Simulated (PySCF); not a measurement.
**SMILES CB(C)c1cccn1C, C$_{7}$H$_{12}$BN**

Molfile (atoms numbered from 1):
```
C7H12BN
     RDKit          3D

 21 21  0  0  0  0  0  0  0  0999 V2000
   -2.4512   -1.4578    0.4912 C   0  0  0  0  0  0  0  0  0  0  0  0
   -1.4304   -0.3072    0.1080 B   0  0  0  0  0  0  0  0  0  0  0  0
   -1.9555    1.1808   -0.0420 C   0  0  0  0  0  0  0  0  0  0  0  0
    0.0408   -0.7201   -0.0984 C   0  0  0  0  0  0  0  0  0  0  0  0
    0.5572   -2.0184    0.0239 C   0  0  0  0  0  0  0  0  0  0  0  0
    1.9365   -1.9966   -0.2377 C   0  0  0  0  0  0  0  0  0  0  0  0
    2.2526   -0.6761   -0.5194 C   0  0  0  0  0  0  0  0  0  0  0  0
    1.1308    0.0788   -0.4369 N   0  0  0  0  0  0  0  0  0  0  0  0
    1.1198    1.5002   -0.6739 C   0  0  0  0  0  0  0  0  0  0  0  0
   -2.4603   -2.2469   -0.2801 H   0  0  0  0  0  0  0  0  0  0  0  0
   -3.4837   -1.1034    0.6235 H   0  0  0  0  0  0  0  0  0  0  0  0
   -2.1434   -1.9593    1.4247 H   0  0  0  0  0  0  0  0  0  0  0  0
   -1.7612    1.5790   -1.0526 H   0  0  0  0  0  0  0  0  0  0  0  0
   -1.4378    1.8657    0.6511 H   0  0  0  0  0  0  0  0  0  0  0  0
   -3.0350    1.2701    0.1477 H   0  0  0  0  0  0  0  0  0  0  0  0
   -0.0364   -2.8934    0.2824 H   0  0  0  0  0  0  0  0  0  0  0  0
    2.6327   -2.8325   -0.2269 H   0  0  0  0  0  0  0  0  0  0  0  0
    3.2098   -0.2233   -0.7747 H   0  0  0  0  0  0  0  0  0  0  0  0
    0.7847    2.0520    0.2156 H   0  0  0  0  0  0  0  0  0  0  0  0
    0.4598    1.7611   -1.5131 H   0  0  0  0  0  0  0  0  0  0  0  0
    2.1382    1.8265   -0.9202 H   0  0  0  0  0  0  0  0  0  0  0  0
  1  2  1  0
  2  3  1  0
  2  4  1  0
  4  5  2  0
  5  6  1  0
  6  7  2  0
  7  8  1  0
  8  9  1  0
  8  4  1  0
  1 10  1  0
  1 11  1  0
  1 12  1  0
  3 13  1  0
  3 14  1  0
  3 15  1  0
  5 16  1  0
  6 17  1  0
  7 18  1  0
  9 19  1  0
  9 20  1  0
  9 21  1  0
M  END
```

Method used: quadratic response CAM-B3LYP/aug-cc-pVDZ first hyperpolarisability, Taylor convention, gas phase in PySCF. Geometry: PBE0-D3(BJ)/def2-SVP.

Give the tensor of the second harmonic β(−2ω;ω,ω) at 1907 nm in the axes of these coordinates.

In au, Taylor convention; rows are the first index (the induced dipole):
```csv
,xx,yy,zz,xy,xz,yz
x,+500.7,-10.0,-40.3,-163.4,-85.4,+31.1
y,-159.7,+20.9,+33.6,-6.2,+29.9,+11.3
z,-85.9,+12.0,+7.3,+30.6,-39.5,+33.2
```
Norm of βᵢ = ⅓ Σⱼ (βᵢⱼⱼ + βⱼᵢⱼ + βⱼⱼᵢ): 470.9 au, hyper-Rayleigh value 227.3 au.
